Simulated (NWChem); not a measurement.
Molecule: TiN₂H₆; SMILES [NH2][TiH2][NH2]

```xyz
9

Ti    -0.3875    -0.0052     0.0000
N      0.5789     0.0198     1.5893
H      1.5719    -0.1270     1.7529
H      0.0984     0.1658     2.4771
N      0.5789     0.0198    -1.5893
H      0.0984     0.1658    -2.4771
H      1.5719    -0.1270    -1.7529
H     -1.3123    -1.4530     0.0000
H     -1.6088     1.2133     0.0000
```
Atoms are numbered in this order, from 1.

Computed with NWChem. Medium grid unless said otherwise, to which SCAN and Minnesota functionals are sensitive. Geometry: optimised at B3LYP/6-31G* (spherical d).

Question: Estimate the computed values for MN15/def2-SVP. Quantities: highest occupied level (eV); orbital gap (eV); dipole (D).

Answer: 
```yaml
highest occupied level (eV): -8.14
orbital gap (eV): 7.10
dipole (D): 3.05
```
